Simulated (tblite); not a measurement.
Species: C4H6F2O2Si.
Cartesian coordinates in Å at the GFN2-xTB level; atoms count from 1:
```xyz
15
C4H6F2O2Si angstrom
O      1.859    1.667    0.486
C      2.357    0.630    0.139
O      1.732   -0.517   -0.009
C      0.375   -0.479    0.396
F      0.345   -0.988    1.674
Si    -0.603    1.183    0.226
C     -1.799   -0.220   -0.359
C     -0.624   -1.193   -0.515
F     -0.907   -2.484   -0.159
H      3.420    0.521   -0.121
H     -0.833    1.811    1.510
H     -0.246    1.995   -0.929
H     -2.452   -0.581    0.434
H     -2.399   -0.111   -1.258
H     -0.229   -1.225   -1.536
```

Computed with GFN2-xTB (tblite): harmonic, unscaled wavenumbers at the GFN2-xTB geometry, gas phase. This tight-binding method is rough: wavenumbers can miss measured ones by several per cent, in bad cases by 10 to 20. Modes of hydrogen on silicon can be 10 to 20 % off. One conformer, not necessarily the lowest.

Harmonic wavenumbers (cm⁻¹): 76.3, 117.7, 144.0, 200.5, 233.3, 251.9, 290.4, 384.7, 429.0, 481.7, 485.2, 548.0, 555.0, 671.1, 686.0, 708.5, 726.9, 756.7, 794.8, 936.5, 940.2, 975.7, 1036.8, 1085.1, 1105.5, 1155.1, 1171.2, 1189.8, 1236.7, 1303.2, 1329.0, 1455.0, 1734.5, 2332.9, 2410.0, 2881.5, 2937.8, 3013.6, 3028.0.

A = 2205, B = 1239, C = 970.4 MHz; mass 152.011 u (most abundant isotopes); point group C1, symmetry number 1.

Question: Zero-point energy?

Answer: Half the sum of the wavenumbers: 20900 cm⁻¹ = 250.02 kJ/mol.

Question: Give the ideal-gas entropy at 200 K and 1 bar in the rigid-rotor, harmonic-oscillator model (classical rotation).

Answer: Translation 163.21, rotation 117.13, vibration 60.38: S = 340.7 J/(mol K).

Question: And Cp and H(200 K) − H(0)?

Answer: Cp = 113.07 J/(mol K), of which vibrations give 79.81 (their classical limit is 39 R = 324.3); H(200 K) − H(0) = 13.91 kJ/mol without the zero-point energy, 7.25 from vibrations.

Question: Which modes carry the vibrational entropy at 200 K?

Answer: 76.3 cm⁻¹: 13.41; 117.7 cm⁻¹: 9.94; 144.0 cm⁻¹: 8.38; 200.5 cm⁻¹: 5.95; 233.3 cm⁻¹: 4.92; 251.9 cm⁻¹: 4.42 J/(mol K); the other 33 give 13.35 together.

Question: What must be added to the electronic energy to get the Gibbs energy at 200 K and 1 bar?

Answer: ZPE + [H(200 K) − H(0)] − T·S = 250.02 + 13.91 − 68.14 = 195.79 kJ/mol.

Hindered rotation and anharmonicity are outside this model. Other conformers, if any are populated, would add a mixing term that is left out. The structure is chiral; the term R ln 2 for an equal mix with its mirror image is left out.
